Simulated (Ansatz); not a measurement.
Mulliken charges of AlBH$_{5}$NSi (`B1[NH][AlH][SiH2]1`) from ωB97M-V/def2-TZVPP in Ansatz (PBE0-D4/def2-TZVP geometry).

```csv
atom,x (Å),y (Å),z (Å),charge (e)
B1,-0.794,0.819,-0.043,-0.023
N2,0.043,0.658,-1.168,-0.234
Al3,1.140,-0.727,-0.704,0.295
Si4,-0.170,-0.596,1.310,-0.061
H5,-1.661,1.647,0.006,0.076
H6,-0.066,1.250,-1.981,0.099
H7,2.268,-1.311,-1.660,-0.089
H8,-1.126,-1.686,1.653,-0.032
H9,0.455,-0.101,2.568,-0.032
```

**Question.** By hand: the dipole of these point charges (1 e Å = 4.8032 D).

**Answer.** Σ q r = (0.042, 0.072, -0.196) e Å, of length 0.213 e Å = 1.02 D.

**Question.** How does the dipole of the full density compare? (An estimate is asked.)

**Answer.** The calculation gave: (0.144, 0.038, -0.307) e Å, 1.64 D; the point charges give 0.62 times that, at 18° from its direction.

Point charges leave out the atoms' own dipoles, such as those of lone pairs, and Mulliken's split depends on the basis, so the two needn't agree.
